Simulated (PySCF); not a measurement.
Compound: C6H16BNO.
Cartesian coordinates in Å at the PBE0-D3(BJ)/def2-SVP level; atoms count from 1:
```
atom  x, y, z in Å
C1     3.138    1.018   -0.728
O2     1.756    0.989   -0.580
C3     1.317    0.478    0.663
C4     1.432   -1.062    0.739
C5    -0.009   -1.598    0.638
C6    -0.840   -0.447    0.063
B7    -2.428   -0.620    0.267
N8    -3.143    0.686   -0.417
C9    -0.181    0.749    0.759
H10    3.597    0.010   -0.685
H11    3.625    1.639    0.052
H12    3.365    1.453   -1.712
H13    1.887    0.980    1.472
H14    2.042   -1.410   -0.109
H15    1.943   -1.396    1.656
H16   -0.083   -2.518    0.038
H17   -0.392   -1.847    1.643
H18   -0.587   -0.368   -1.015
H19   -2.912   -1.582   -0.326
H20   -2.772   -0.580    1.448
H21   -4.155    0.662   -0.300
H22   -2.793    1.551    0.001
H23   -2.939    0.726   -1.417
H24   -0.484    0.765    1.822
H25   -0.406    1.740    0.327
```

The closed-shell ground state was solved at several levels (PySCF, density fitting, gas phase, non-relativistic).

```tsv
level	basis functions	total energy (Eh)	HOMO (eV)	LUMO (eV)	gap (eV)	dipole (D)
PBE0/pcSseg-1	233	-392.5784	-6.85	0.29	7.14	4.26
HF/pcSseg-1	233	-390.4381	-10.41	3.23	13.64	4.21
```

Task: Estimate the row for B3LYP/def2-SVPD, a basis of 311 functions; the other rows only guide the guess.

Result: Total energy -392.8446 Eh, HOMO -6.72 eV, LUMO -0.54 eV, gap 6.18 eV, dipole 4.09 D.

Task: Over all these levels, which gives the widest orbital gap and which the narrowest?

Result: HF/pcSseg-1 (Hartree–Fock, all exact exchange) has the widest, 13.64 eV, and B3LYP/def2-SVPD (global hybrid, 20 % exact exchange) the narrowest, 6.18 eV. Functional and basis both differ between the two, so the spread mixes both effects. The HOMO need not be the same orbital at Hartree–Fock and at DFT levels.

Task: How far do the dipole and the HOMO energy spread over the levels?

Result: The dipole runs from 4.09 to 4.26 D (mean 4.19 D) and the HOMO from -10.41 to -6.72 eV.

One conformer stands for the species.
